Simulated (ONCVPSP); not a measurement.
iron, ONCV: configuration errors across variants

- Element: iron
- Generator: ONCVPSP 4.0.1
- Type: optimised norm-conserving Vanderbilt (ONCV)
- Functional: PBEsol
- Relativity: scalar-relativistic
- Frozen core: [Ne]
- Valence charge: 16
- Reference configuration: 3s2 3p6 3d5 (charge +3)
- Partial waves: 3s: rc 1.05 bohr, ncon 3, nbas 7, qcut 11.8 1/bohr, 1 projector; 3p: rc 0.75 bohr, ncon 5, nbas 8, qcut 12 1/bohr, 2 projectors, debl 1.2 Ha; 3d: rc 1.55 bohr, ncon 3, nbas 8, qcut 10.8 1/bohr, 2 projectors, debl 0.5 Ha; f scattering state at 0.05 Ha: rc 1.50 bohr, ncon 4, nbas 7, qcut 8.5 1/bohr, 1 projector
- Local potential: polynomial inside 0.70 bohr (lpopt 5, dvloc0 -1 Ha)
- Core correction: Teter function, fcfact 3.75, rcfact 1.2

In the p channel the program set the typed energies aside and used -3.557, 0.250 Ha. In the d channel the program set the typed energies aside and used -1.587, 0.250 Ha.

All-electron excitation energies from the reference (eV): (1) 3s2 3p6 3d6 4s2 -59.049; (2) 3s2 3p6 3d6 4s1 -50.304; (3) 3s2 3p6 3d6 -34.187; (4) 3s2 3p6 3d5 4s2 -44.815.

Errors AE − PS in meV (a dash: test not solved or not reliable):

| change | (1) | (2) | (3) | (4) | bound ghosts | GHOST(+) flags above zero |
| --- | --- | --- | --- | --- | --- | --- |
| base | +487 | +348 | +67 | +819 | none | none |
| d: rc 1.12 | +471 | +321 | +27 | +822 | none | none |
| d: rc 1.22 | +473 | +327 | +10 | +822 | none | none |
| d: rc 1.4 | +479 | +335 | +49 | +819 | none | none |
| d: rc 1.6 | +490 | +351 | +74 | +816 | none | none |
| d: rc 1.92 | +517 | +395 | +137 | +808 | none | none |
| d: rc 2.06 | +533 | +419 | +173 | +800 | none | none |
| d: rc 2.22 | +558 | +460 | +237 | +784 | none | none |

(1) Give the same row for: d: rc 1.74.

Answers

(1) +501, +365, +95, +816; bound ghosts: none; GHOST(+) flags above zero: none.
